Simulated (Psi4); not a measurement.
Psi4 was given this input:
```
memory 2 GB

molecule {
0 2
C     0.00052334    0.46021569    0.46078947
F    -0.00116407   -0.45465534   -0.50735425
H    -0.95081668    0.65452567    0.91257266
H     0.95815328    0.67607827    0.88887881
}

set {
  basis 6-31g*
  reference uks
}

energy('blyp')
print_variables()
```

Problem. What does this run give for the nuclear repulsion energy, dipole moment, total energy, <S^2>?

Solution. 
| Item | Result |
|---|---|
| nuclear repulsion energy | 32.3360 Eh |
| dipole moment | 1.03 D |
| total energy | -139.0309 Eh |
| <S^2> | 0.753 |

These values belong to the state on which the SCF converged, which isn't shown to be the lowest.
